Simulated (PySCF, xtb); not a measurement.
C₂H₃Cl₂FSi, SMILES F/C(=C/Cl)[SiH2]Cl. The values are those of a single conformer.

Harmonic wavenumbers (cm⁻¹) from GFN2-xTB in xtb 6.7.1 at its own minimum, in rising order: 36, 93, 135, 234, 288, 368, 411, 499, 513, 579, 595, 702, 759, 805, 854, 1099, 1213, 1635, 2298, 2319, 3067.

Problem. What does PBE0-D3(BJ)/def2-SVP (PySCF 2.14.0) give at its own minimum? (Estimate from the structure and the level; the computed values follow.)

Solution. 22, 114, 159, 250, 310, 408, 454, 555, 590, 617, 715, 849, 861, 926, 938, 1183, 1275, 1693, 2276, 2288, 3230. Paired by order, the mean absolute difference is 64 cm⁻¹ and the zero-point energies are 26.4 and 28.2 kcal/mol.
